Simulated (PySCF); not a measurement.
H$_{2}$Cl$_{3}$FGeSi (SMILES F[SiH2][Ge]([Cl])([Cl])[Cl]), singlet, geometry from GFN2-xTB; CASSCF(4,5)/STO-3G (PySCF).

Input for PySCF:
```python
from pyscf import gto, scf, mcscf
import numpy

mol = gto.M(
    atom='''
Si    2.208981   -0.251512   -0.092994
F     2.786468    1.068145    0.602359
Ge   -0.199825   -0.061797   -0.034921
Cl   -1.094343   -0.102782    1.922003
Cl   -1.036434    1.678596   -0.983954
Cl   -1.101620   -1.725385   -1.071989
H     2.651783   -1.356950    0.737768
H     2.689423   -0.214953   -1.462646
''',
    basis='sto-3g',
    charge=0,
    spin=0,
    verbose=4,
)

mf = scf.RHF(mol)
mf.kernel()
mc = mcscf.CASSCF(mf, 5, 4)
mc.fix_spin_(ss=0.0)
mc.kernel()
occ = numpy.linalg.eigvalsh(mc.fcisolver.make_rdm1(mc.ci, mc.ncas, mc.nelecas))[::-1]
ss = mc.fcisolver.spin_square(mc.ci, mc.ncas, mc.nelecas)[0]
print('natural occupations', occ.round(4), ' <S^2>', round(ss, 4))
```

What the program printed (banner, timings and long lists left out):

```
PySCF version 2.14.0

[INPUT] verbose = 4
[INPUT] num. atoms = 8
[INPUT] num. electrons = 108
[INPUT] charge = 0
[INPUT] spin (= nelec alpha-beta = 2S) = 0
[INPUT] symmetry False subgroup None
[INPUT] Mole.unit = angstrom
[INPUT] Symbol           X                Y                Z      unit          X                Y                Z       unit  Magmom
[...]
nuclear repulsion = 912.104972419487
number of shells = 33
number of NR pGTOs = 183
number of NR cGTOs = 61
basis = sto-3g
ecp = {}

******** <class 'pyscf.scf.hf.RHF'> ********
method = RHF
initial guess = minao
damping factor = 0
level_shift factor = 0
DIIS = <class 'pyscf.scf.diis.CDIIS'>
diis_start_cycle = 1
diis_space = 8
diis_damp = 0
SCF conv_tol = 1e-09
SCF conv_tol_grad = None
SCF max_cycles = 50
direct_scf = True
direct_scf_tol = 1e-13
Set gradient conv threshold to 3.16228e-05
Initial guess from minao.
init E= -3796.84272510077
[...]
cycle= 1 E= -3800.41534577607  delta_E= -3.57  |g|= 0.445  |ddm|= 3.36
[...]
cycle= 2 E= -3800.51105622807  delta_E= -0.0957  |g|= 0.101  |ddm|= 1.04
[...]
cycle= 3 E= -3800.51667392102  delta_E= -0.00562  |g|= 0.029  |ddm|= 0.235
[...]
cycle= 4 E= -3800.51745106048  delta_E= -0.000777  |g|= 0.00661  |ddm|= 0.106
[...]
cycle= 5 E= -3800.51749311707  delta_E= -4.21e-05  |g|= 0.000974  |ddm|= 0.028
[...]
cycle= 6 E= -3800.51749392602  delta_E= -8.09e-07  |g|= 0.000182  |ddm|= 0.00331
[...]
cycle= 7 E= -3800.51749395392  delta_E= -2.79e-08  |g|= 4.65e-05  |ddm|= 0.000585
[...]
cycle= 8 E= -3800.51749395611  delta_E= -2.19e-09  |g|= 1.16e-05  |ddm|= 0.000173
[...]
cycle= 9 E= -3800.51749395624  delta_E= -1.3e-10  |g|= 2.56e-06  |ddm|= 4.52e-05
[...]
Extra cycle  E= -3800.51749395623  delta_E= 1e-11  |g|= 1.22e-06  |ddm|= 6.17e-06
converged SCF energy = -3800.51749395623

******** <class 'pyscf.mcscf.mc1step.CASSCF'> ********
CAS (2e+2e, 5o), ncore = 52, nvir = 4
max_cycle_macro = 50
max_cycle_micro = 4
conv_tol = 1e-07
conv_tol_grad = None
orbital rotation max_stepsize = 0.02
orbital rotation threshold for CI restart = 0.01
augmented hessian ah_max_cycle = 30
augmented hessian ah_conv_tol = 1e-12
augmented hessian ah_linear dependence = 1e-14
augmented hessian ah_level shift = 1e-08
augmented hessian ah_start_tol = 2.5
augmented hessian ah_start_cycle = 3
augmented hessian ah_grad_trust_region = 3
kf_trust_region = 3
kf_interval = 4
ci_response_space = 4
ci_grad_trust_region = 3
with_dep4 0
natorb = False
canonicalization = True
sorting_mo_energy = False
[...]
CASCI E = -3800.52011688480  S^2 = 0.0000000
[...]
macro iter  15 ( 21 JK    4 micro), CASSCF E = -3800.53504452337  dE = -1.76101548e-06  S^2 = 0.0000000
               |grad[o]|=0.00278  |grad[c]|=0.00954  |ddm|=0.00435  |maxRot[o]|=0.00267
macro iter  16 ( 21 JK    4 micro), CASSCF E = -3800.53504493701  dE = -4.13644102e-07  S^2 = 0.0000000
               |grad[o]|=0.00278  |grad[c]|=0.00953  |ddm|=0.00439  |maxRot[o]|=0.00238
macro iter  17 ( 21 JK    4 micro), CASSCF E = -3800.53504448319  dE =  4.53824669e-07  S^2 = 0.0000000
               |grad[o]|=0.00278  |grad[c]|=0.00952  |ddm|=0.00443  |maxRot[o]|=0.00215
macro iter  18 ( 16 JK    4 micro), CASSCF E = -3800.53543581302  dE = -3.91329839e-04  S^2 = 0.0000000
               |grad[o]|=0.00279  |grad[c]|=0.00639  |ddm|=0.00332  |maxRot[o]|=0.0629
macro iter  19 ( 18 JK    4 micro), CASSCF E = -3800.53548758634  dE = -5.17733138e-05  S^2 = 0.0000000
               |grad[o]|=0.0017  |grad[c]|=0.0046  |ddm|=0.00239  |maxRot[o]|=0.011
macro iter  20 ( 21 JK    4 micro), CASSCF E = -3800.53548809858  dE = -5.12246061e-07  S^2 = 0.0000000
               |grad[o]|=0.00153  |grad[c]|=0.00541  |ddm|=0.0023  |maxRot[o]|=0.0037
macro iter  21 ( 14 JK    4 micro), CASSCF E = -3800.53555156495  dE = -6.34663688e-05  S^2 = 0.0000000
               |grad[o]|=0.00152  |grad[c]|=0.00407  |ddm|=0.0019  |maxRot[o]|=0.0172
macro iter  22 ( 17 JK    4 micro), CASSCF E = -3800.53555175901  dE = -1.94057066e-07  S^2 = 0.0000000
               |grad[o]|=0.00119  |grad[c]|=0.00483  |ddm|=0.00214  |maxRot[o]|=0.00332
macro iter  23 ( 10 JK    4 micro), CASSCF E = -3800.53561295563  dE = -6.11966170e-05  S^2 = 0.0000000
               |grad[o]|=0.00121  |grad[c]|=0.00277  |ddm|=0.00139  |maxRot[o]|=0.0235
macro iter  24 (  4 JK    1 micro), CASSCF E = -3800.53564778325  dE = -3.48276199e-05  S^2 = 0.0000000
               |grad[o]|=0.000736  |grad[c]|=0.002  |ddm|=0.000931  |maxRot[o]|=0.034
macro iter  25 (  3 JK    1 micro), CASSCF E = -3800.53564786116  dE = -7.79136826e-08  S^2 = 0.0000000
               |grad[o]|=9.3e-05  |grad[c]|=0.000103  |ddm|=6.8e-05  |maxRot[o]|=0.00112
1-step CASSCF converged in  25 macro (460 JK  94 micro) steps
CASSCF canonicalization
Density matrix diagonal elements [1.98389104 1.98034351 0.01688603 0.0163602  0.00251922]
CASSCF energy = -3800.53564786116
CASCI E = -3800.53564786116  E(CI) = -3.83987825327267  S^2 = 0.0000000
natural occupations [1.9848 1.9797 0.0189 0.0141 0.0025]  <S^2> 0.0
```
